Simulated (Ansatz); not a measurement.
Ansatz (a quantum-chemistry and plane-wave program) input (B3LYP/LANL2DZ): The .json file is the Basis Set Exchange's LANL2DZ.

Ansatz 0.2 input:
```yaml
crystal:
  periodic: [false, false, false]
  atoms:
    - {symbol: Au, position_ang: [-0.00000000, -0.00000000, -0.43695199]}
    - {symbol: Cl, position_ang: [0.00000000, 0.00000000, 2.03054158]}
basis:
  gaussian:
    orbitals: LANL2DZ.json
hamiltonian:
  xc: {name: B3LYP}
total_charge: -1
magnetization: {spin_polarized: true, initial_magnetization: 1}
relax: {f_tol: 0.003, max_steps: 120}
```

Question: What final total energy does it give?

Answer: -150.50614 Eh.
